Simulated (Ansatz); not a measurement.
Born–Oppenheimer molecular dynamics of BBrCl2H2 (6 atoms, charge 0, multiplicity 1). It starts at the highest image of a converged band. Of that band: Neighbouring images differ by up to 1.4 eV, so the band resolves the path poorly. A vibrational analysis at the climbing image gives one clearly imaginary mode, 1261i cm⁻¹: a first-order saddle point.

Method: RHF/def2-SVP (Ansatz).

```
ensemble                      : NVE (velocity Verlet)
time step                     : 0.5 fs
steps asked                   : 200
starting velocities drawn for : 300 K
seed                          : 11149
```

First frame:

```xyz
6
Properties=species:S:1:pos:R:3
B 0.015 -0.236 0.069
H 0.013 0.166 1.301
Cl 1.550 0.173 -0.705
Cl -1.545 0.106 -0.687
Br 0.067 -2.443 0.757
H 0.036 -0.852 1.384
```

How far do the bonds stretch over the last three quarters of this one trajectory? (Pairs bonded in most of those frames.)


```csv
bond,mean (Å),spread (Å),shortest,longest
B1–Cl3,1.767,0.079,1.64,1.90
B1–Cl4,1.767,0.082,1.61,1.90
B1–Br5,1.960,0.135,1.70,2.17
H2–H6,0.750,0.032,0.70,0.80
```

Mean temperature of the second half: 2783 K. The conserved energy stayed within 0.31 meV per atom of its start (net change -0.17 meV per atom), so the integration is sound. The kinetic energy rose, since the run started high on the potential surface and went downhill. It ends in pieces (BBrCl2 + H2), so much of that is their flight and rotation, not heat. A run of 0.1 ps of so small a system gives no equilibrium averages. The orbitals stay closed-shell, which can raise the energy where a bond breaks towards radicals; this wasn't checked here.

Run time: 4.1 min on 1 thread of Intel(R) Xeon(R) 6975P-C (Granite Rapids), on a shared host, peak memory 0.21 GiB.
